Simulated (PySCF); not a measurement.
# UHF on Ar (argon, neutral)

Configuration: [Ar], closed-shell 1S. All numbers are calculated (PySCF 2.14, no relativity, point nucleus, in def2-QZVPPD).

```json
{
  "Total energy": "-526.817203 hartree",
  "One-electron energy": "-728.2389 hartree",
  "Hartree (Coulomb) energy": "231.6065 hartree",
  "Exchange energy": "-30.1848 hartree",
  "Kinetic energy": "526.81687 hartree",
  "⟨S²⟩": "0.0000",
  "⟨L²⟩": "0.000",
  "Sum of ⟨r⟩": "16.07 bohr",
  "Sum of ⟨r²⟩": "26.04 bohr²",
  "Density at the nucleus (Gaussians lack the cusp)": "3810 bohr⁻³",
  "Langevin diamagnetic susceptibility": "-20.6 ×10⁻⁶ cm³/mol"
}
```

```
shell  electrons  mean orbital energy (hartree)  rms radius, mean of both spins (bohr)
   1s          2                     -118.61047                                 0.0998
   2s          2                      -12.32223                                  0.449
   2p          6                       -9.57154                                  0.418
   3s          2                       -1.27738                                   1.53
   3p          6                       -0.59104                                   1.82
```

Spin-orbit constants ζ (cm⁻¹) from the X2C one-electron operator on these orbitals (non-relativistic here): bare nucleus, nucleus screened by l(l+1)(2l+1)/3 electrons, and screened by the Breit-Pauli mean field of the electrons.

```csv
shell,bare,screened nucleus,mean field
2p,12880,11450,10790
3p,930.1,826.8,769.2
```
